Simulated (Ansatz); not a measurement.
Relaxation of Cl2H4OSiZn (9 atoms, charge 0, multiplicity 1), to a largest force component of 0.03 eV/Å in at most 50 steps.

Level of theory: RKS revPBE-D4/def2-SVP (Ansatz).

```xyz
9
Properties=species:S:1:pos:R:3:forces:R:3
Zn -0.076 -0.537 -0.071 -0.14 0.00 0.64
Cl -0.075 -0.799 2.133 -0.10 0.13 -0.64
Cl 0.484 -0.107 -2.081 -0.01 0.00 0.03
O -2.646 0.727 0.775 0.45 -0.10 0.49
Si -3.150 -0.746 0.132 -0.02 -0.07 -0.05
H -1.930 -1.487 -0.453 -0.06 0.04 0.02
H -3.766 -1.676 1.141 0.02 0.04 -0.05
H -4.056 -0.433 -1.020 0.06 -0.04 0.08
H -2.156 0.625 1.633 -0.20 0.01 -0.51
```

**Question.** Where does it end, and by what steps?

**Answer.** The forces met the threshold. After 19 steps the energy has fallen by 0.402 eV; Cl2 moved furthest, 1.70 Å. Joined: Zn1–O4 (2.99 → 2.10 Å).

```json
{"step": "0", "energy less start (eV)": "0.0000", "largest force component (eV/Å)": "0.643", "accepted": "yes"}
{"step": "1", "energy less start (eV)": "-0.0654", "largest force component (eV/Å)": "0.192", "accepted": "yes"}
{"step": "2", "energy less start (eV)": "-0.0928", "largest force component (eV/Å)": "0.252", "accepted": "yes"}
{"step": "3", "energy less start (eV)": "-0.1409", "largest force component (eV/Å)": "0.734", "accepted": "yes"}
{"step": "4", "energy less start (eV)": "-0.1860", "largest force component (eV/Å)": "0.630", "accepted": "yes"}
{"step": "5", "energy less start (eV)": "-0.2470", "largest force component (eV/Å)": "0.455", "accepted": "yes"}
{"step": "6", "energy less start (eV)": "-0.2744", "largest force component (eV/Å)": "0.366", "accepted": "yes"}
{"step": "7", "energy less start (eV)": "-0.2904", "largest force component (eV/Å)": "0.216", "accepted": "yes"}
{"step": "8", "energy less start (eV)": "-0.3138", "largest force component (eV/Å)": "0.265", "accepted": "yes"}
{"step": "9", "energy less start (eV)": "-0.3347", "largest force component (eV/Å)": "0.280", "accepted": "yes"}
{"step": "10", "energy less start (eV)": "-0.3522", "largest force component (eV/Å)": "0.306", "accepted": "yes"}
{"step": "11", "energy less start (eV)": "-0.3636", "largest force component (eV/Å)": "0.337", "accepted": "yes"}
{"step": "12", "energy less start (eV)": "-0.3783", "largest force component (eV/Å)": "0.250", "accepted": "yes"}
{"step": "13", "energy less start (eV)": "-0.3916", "largest force component (eV/Å)": "0.106", "accepted": "yes"}
{"step": "14", "energy less start (eV)": "-0.3962", "largest force component (eV/Å)": "0.203", "accepted": "yes"}
{"step": "15", "energy less start (eV)": "-0.3985", "largest force component (eV/Å)": "0.115", "accepted": "yes"}
{"step": "16", "energy less start (eV)": "-0.3999", "largest force component (eV/Å)": "0.074", "accepted": "yes"}
{"step": "17", "energy less start (eV)": "-0.4006", "largest force component (eV/Å)": "0.108", "accepted": "yes"}
{"step": "18", "energy less start (eV)": "-0.4011", "largest force component (eV/Å)": "0.047", "accepted": "yes"}
{"step": "19", "energy less start (eV)": "-0.4020", "largest force component (eV/Å)": "0.015", "accepted": "yes"}
```

```xyz
9
Properties=species:S:1:pos:R:3
Zn -0.008 0.112 0.353
Cl 0.955 0.549 2.225
Cl -0.266 -0.193 -1.776
O -1.975 -0.373 0.918
Si -3.215 -0.929 -0.164
H -2.780 -2.205 -0.808
H -4.405 -1.170 0.724
H -3.510 0.148 -1.156
H -2.169 -0.372 1.874
```

Run time: 33 s on 4 threads of Arm Neoverse V2 (shared host), peak memory 0.19 GiB.
